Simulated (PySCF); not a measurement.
H3BF2Si, singlet, at a GFN2-xTB geometry; CASSCF(4,4)/STO-3G run with PySCF.

The PySCF input:
```python
from pyscf import gto, scf, mcscf, mp
import numpy

mol = gto.Mole()
mol.atom = '''
    B    -0.41716568    0.23206616   -0.27377458
    F    -1.60242112   -0.32401038   -0.45036424
    F    -0.34519680    1.42040412   -0.84679148
    Si    1.07976019   -0.60868293    0.71986578
    H     1.64365461    0.29810122    1.72553149
    H     2.18232318   -0.97353314   -0.17758990
    H     0.67176937   -1.83088150    1.41721193
'''
mol.basis = 'sto-3g'
mol.verbose = 4
mol.build()

mf = scf.RHF(mol)
mf.kernel()
mc = mcscf.CASSCF(mf, 4, 4)
mc.fix_spin_(ss=0.0)
noons, natorbs = mcscf.addons.make_natural_orbitals(mp.MP2(mf).run())
mc.kernel(natorbs)
occ = numpy.linalg.eigvalsh(mc.fcisolver.make_rdm1(mc.ci, mc.ncas, mc.nelecas))[::-1]
ss = mc.fcisolver.spin_square(mc.ci, mc.ncas, mc.nelecas)[0]
print('natural occupations', occ.round(4), ' <S^2>', round(ss, 4))
```

### Question
What does PySCF print? Leave out banner, timings and long lists.

### Answer

```
PySCF version 2.14.0

[INPUT] verbose = 4
[INPUT] num. atoms = 7
[INPUT] num. electrons = 40
[INPUT] charge = 0
[INPUT] spin (= nelec alpha-beta = 2S) = 0
[INPUT] symmetry False subgroup None
[INPUT] Mole.unit = angstrom
[INPUT] Symbol           X                Y                Z      unit          X                Y                Z       unit  Magmom
[...]
nuclear repulsion = 146.102038961216
number of shells = 17
number of NR pGTOs = 81
number of NR cGTOs = 27
basis = sto-3g
ecp = {}

******** <class 'pyscf.scf.hf.RHF'> ********
method = RHF
initial guess = minao
damping factor = 0
level_shift factor = 0
DIIS = <class 'pyscf.scf.diis.CDIIS'>
diis_start_cycle = 1
diis_space = 8
diis_damp = 0
SCF conv_tol = 1e-09
SCF conv_tol_grad = None
SCF max_cycles = 50
direct_scf = True
direct_scf_tol = 1e-13
Set gradient conv threshold to 3.16228e-05
Initial guess from minao.
init E= -507.811435401087
[...]
cycle= 1 E= -507.806393300958  delta_E= 0.00504  |g|= 0.502  |ddm|= 2.85
[...]
cycle= 2 E= -507.903596542624  delta_E= -0.0972  |g|= 0.137  |ddm|= 0.868
[...]
cycle= 3 E= -507.910003216463  delta_E= -0.00641  |g|= 0.0257  |ddm|= 0.19
[...]
cycle= 4 E= -507.910388528154  delta_E= -0.000385  |g|= 0.00277  |ddm|= 0.0652
[...]
cycle= 5 E= -507.910393902482  delta_E= -5.37e-06  |g|= 0.000801  |ddm|= 0.00662
[...]
cycle= 6 E= -507.910394337962  delta_E= -4.35e-07  |g|= 0.000154  |ddm|= 0.00195
[...]
cycle= 7 E= -507.910394358133  delta_E= -2.02e-08  |g|= 2.94e-05  |ddm|= 0.000407
[...]
cycle= 8 E= -507.91039435887  delta_E= -7.37e-10  |g|= 3.41e-06  |ddm|= 8.22e-05
[...]
Extra cycle  E= -507.910394358877  delta_E= -6.59e-12  |g|= 1.05e-06  |ddm|= 5.79e-06
converged SCF energy = -507.910394358877

******** <class 'pyscf.mp.mp2.RMP2'> ********
nocc = 20, nmo = 27
E(RMP2) = -508.033602839896  E_corr = -0.12320848101899
E(SCS-RMP2) = -508.040355976659  E_corr = -0.129961617782267
E_corr(same-spin) = -0.0206406455082934
E_corr(oppo-spin) = -0.102567835510697

******** <class 'pyscf.mcscf.mc1step.CASSCF'> ********
CAS (2e+2e, 4o), ncore = 18, nvir = 5
max_cycle_macro = 50
max_cycle_micro = 4
conv_tol = 1e-07
conv_tol_grad = None
orbital rotation max_stepsize = 0.02
orbital rotation threshold for CI restart = 0.01
augmented hessian ah_max_cycle = 30
augmented hessian ah_conv_tol = 1e-12
augmented hessian ah_linear dependence = 1e-14
augmented hessian ah_level shift = 1e-08
augmented hessian ah_start_tol = 2.5
augmented hessian ah_start_cycle = 3
augmented hessian ah_grad_trust_region = 3
kf_trust_region = 3
kf_interval = 4
ci_response_space = 4
ci_grad_trust_region = 3
with_dep4 0
natorb = False
canonicalization = True
sorting_mo_energy = False
ao2mo_level = 2
internal_rotation = False
******** <class 'pyscf.fci.addons.SpinPenaltyFCISolver'> ********
max. cycles = 50
conv_tol = 1e-08
davidson only = True
linear dependence = 1e-12
level shift = 0.001
max iter space = 12
nroots = 1
pspace_size = 400
spin = None
CASCI E = -507.915195154571  S^2 = 0.0000000
Set conv_tol_grad to 0.000316228
macro iter   1 ( 21 JK    4 micro), CASSCF E = -507.917382088464  dE = -2.18693389e-03  S^2 = 0.0000000
               |grad[o]|=0.00651  |grad[c]|=0.0161  |ddm|=0.0294  |maxRot[o]|=0.219
macro iter   2 ( 21 JK    4 micro), CASSCF E = -507.921337451317  dE = -3.95536285e-03  S^2 = 0.0000000
               |grad[o]|=0.00656  |grad[c]|=0.0266  |ddm|=0.0156  |maxRot[o]|=0.201
macro iter   3 ( 21 JK    4 micro), CASSCF E = -507.931748984866  dE = -1.04115335e-02  S^2 = 0.0000000
               |grad[o]|=0.00977  |grad[c]|=0.0357  |ddm|=0.164  |maxRot[o]|=0.292
macro iter   4 ( 21 JK    4 micro), CASSCF E = -507.938808084098  dE = -7.05909923e-03  S^2 = 0.0000000
               |grad[o]|=0.0183  |grad[c]|=0.0735  |ddm|=0.0705  |maxRot[o]|= 0.22
macro iter   5 ( 21 JK    4 micro), CASSCF E = -507.942253361002  dE = -3.44527690e-03  S^2 = 0.0000000
               |grad[o]|=0.0159  |grad[c]|=0.0631  |ddm|=0.0243  |maxRot[o]|=0.174
[...]
macro iter   9 ( 21 JK    4 micro), CASSCF E = -507.942979231032  dE = -1.86379257e-04  S^2 = 0.0000000
               |grad[o]|=0.00555  |grad[c]|=0.0134  |ddm|=0.00821  |maxRot[o]|=0.0537
macro iter  10 ( 21 JK    4 micro), CASSCF E = -507.942949570440  dE =  2.96605924e-05  S^2 = 0.0000000
               |grad[o]|=0.00496  |grad[c]|=0.0124  |ddm|=0.0106  |maxRot[o]|=0.0442
macro iter  11 ( 20 JK    4 micro), CASSCF E = -507.943619127856  dE = -6.69557416e-04  S^2 = 0.0000000
               |grad[o]|=0.00501  |grad[c]|=0.00539  |ddm|=0.00475  |maxRot[o]|=0.0566
macro iter  12 ( 19 JK    4 micro), CASSCF E = -507.943899924775  dE = -2.80796919e-04  S^2 = 0.0000000
               |grad[o]|=0.00333  |grad[c]|=0.0141  |ddm|=0.0111  |maxRot[o]|=0.0427
macro iter  13 ( 15 JK    4 micro), CASSCF E = -507.943968894438  dE = -6.89696637e-05  S^2 = 0.0000000
               |grad[o]|=0.0023  |grad[c]|=0.00546  |ddm|=0.00192  |maxRot[o]|=0.0642
macro iter  14 ( 18 JK    4 micro), CASSCF E = -507.943217116424  dE =  7.51778014e-04  S^2 = 0.0000000
               |grad[o]|=0.00163  |grad[c]|=0.00142  |ddm|=0.00296  |maxRot[o]|=0.0963
macro iter  15 ( 12 JK    3 micro), CASSCF E = -507.943683887929  dE = -4.66771505e-04  S^2 = 0.0000000
               |grad[o]|=0.00424  |grad[c]|=0.000357  |ddm|=0.00088  |maxRot[o]|=0.0382
macro iter  16 ( 21 JK    4 micro), CASSCF E = -507.943693014591  dE = -9.12666258e-06  S^2 = 0.0000000
               |grad[o]|=0.00283  |grad[c]|=0.00209  |ddm|=0.00158  |maxRot[o]|=0.00303
macro iter  17 (  7 JK    2 micro), CASSCF E = -507.944015006996  dE = -3.21992405e-04  S^2 = 0.0000000
               |grad[o]|=0.00278  |grad[c]|=0.00152  |ddm|=0.00328  |maxRot[o]|=0.0498
macro iter  18 ( 14 JK    4 micro), CASSCF E = -507.943347019517  dE =  6.67987479e-04  S^2 = 0.0000000
               |grad[o]|=0.00112  |grad[c]|=0.00667  |ddm|=0.0139  |maxRot[o]|=0.0796
macro iter  19 ( 12 JK    3 micro), CASSCF E = -507.943762968253  dE = -4.15948736e-04  S^2 = 0.0000000
               |grad[o]|=0.00392  |grad[c]|=0.000389  |ddm|=0.00102  |maxRot[o]|=0.038
macro iter  20 ( 21 JK    4 micro), CASSCF E = -507.943761951825  dE =  1.01642814e-06  S^2 = 0.0000000
               |grad[o]|=0.00252  |grad[c]|=0.00202  |ddm|=0.00165  |maxRot[o]|=0.00193
macro iter  21 ( 21 JK    4 micro), CASSCF E = -507.943933657569  dE = -1.71705744e-04  S^2 = 0.0000000
               |grad[o]|=0.00251  |grad[c]|=0.000543  |ddm|=0.000315  |maxRot[o]|=0.0242
macro iter  22 ( 21 JK    4 micro), CASSCF E = -507.943932725238  dE =  9.32330522e-07  S^2 = 0.0000000
               |grad[o]|=0.00166  |grad[c]|=0.00143  |ddm|=0.00127  |maxRot[o]|=0.00145
macro iter  23 ( 25 JK    4 micro), CASSCF E = -507.944032714940  dE = -9.99897021e-05  S^2 = 0.0000000
               |grad[o]|=0.00167  |grad[c]|=0.00041  |ddm|=0.000382  |maxRot[o]|=0.0233
macro iter  24 ( 16 JK    4 micro), CASSCF E = -507.944053609985  dE = -2.08950447e-05  S^2 = 0.0000000
               |grad[o]|=0.00086  |grad[c]|=0.00066  |ddm|=0.000366  |maxRot[o]|=0.00879
macro iter  25 (  7 JK    3 micro), CASSCF E = -507.944068694728  dE = -1.50847430e-05  S^2 = 0.0000000
               |grad[o]|=0.000554  |grad[c]|=0.000354  |ddm|=0.000352  |maxRot[o]|=0.014
macro iter  26 (  3 JK    1 micro), CASSCF E = -507.944068996599  dE = -3.01870784e-07  S^2 = 0.0000000
               |grad[o]|=9.48e-05  |grad[c]|=8.38e-05  |ddm|=6.67e-05  |maxRot[o]|=0.00223
macro iter  27 (  1 JK    1 micro), CASSCF E = -507.944068996855  dE = -2.55909072e-10  S^2 = 0.0000000
               |grad[o]|=1.5e-05  |grad[c]|=1.89e-05  |ddm|=1.35e-05  |maxRot[o]|=    0
1-step CASSCF converged in  27 macro (463 JK  97 micro) steps
CASSCF canonicalization
Density matrix diagonal elements [1.97860752 1.9754633  0.02480366 0.02112551]
CASSCF energy = -507.944068996855
CASCI E = -507.944068996855  E(CI) = -6.96111437620590  S^2 = 0.0000000
natural occupations [1.9793 1.9784 0.0212 0.0211]  <S^2> 0.0
```
